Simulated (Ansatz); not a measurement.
`Cl[SiH2]C#C[SiH2]Cl` → 2 C• + 2 Cl• + 4 H• + 2 Si•  (atomization)

Computed with Ansatz on PBE0-D4/def2-TZVP structures; ΔE is electronic, products minus reactants. CBS: MP2 limit from def2 TZ/QZ plus the TZ coupled-cluster correction, frozen cores. This one scheme is used for every species, atoms too. Functionals use def2-TZVPP. Open shells (•) are unrestricted, without spin–orbit coupling. Spin–orbit coupling would lower the free atoms: a little for C, Cl, Si.

```csv
level,ΔE (kJ/mol),difference from CCSD(T)/CBS
PBE0-D4,3644.8,-8.9
BHLYP-D4,3546.6,-107.1
PBE,3664.7,11.0
revPBE,3535.9,-117.8
CAM-B3LYP,3607.8,-45.9
HF/def2-TZVPP,2733.0,-920.7
MP2/def2-TZVPP,3641.2,-12.5
CCSD(T)/def2-TZVPP,3543.5,-110.2
HF/def2-QZVPP,2739.4,-914.3
MP2/def2-QZVPP,3706.7,53.0
CCSD(T)/CBS,3653.7,0
```

Largest T1 diagnostic among the species: 0.012.

At CCSD(T), def2-SVP lies −257.4 kJ/mol from the extrapolated value and def2-TZVPP −110.2 kJ/mol: correlation converges slowly with the basis, and small sets miss more of it in the bonded molecule than in its fragments. From BLYP to BHLYP (50 % exact exchange), in def2-TZVPP and without D4, ΔE moves by −40.7 kJ/mol: exact exchange takes away binding that semilocal exchange gives to molecules. In def2-TZVPP, CCSD(T) changes the Hartree–Fock value by +810.5 kJ/mol (the triples alone add +65.3 kJ/mol) and MP2 by +908.2 kJ/mol; breaking electron pairs costs correlation energy, which Hartree–Fock lacks.

For atomizations the MP2-based limit and the directly extrapolated one differ by several kJ/mol either way, and by 10 to 25 for some Ge, Se and Sn compounds, so smaller differences from it don't rank the levels.
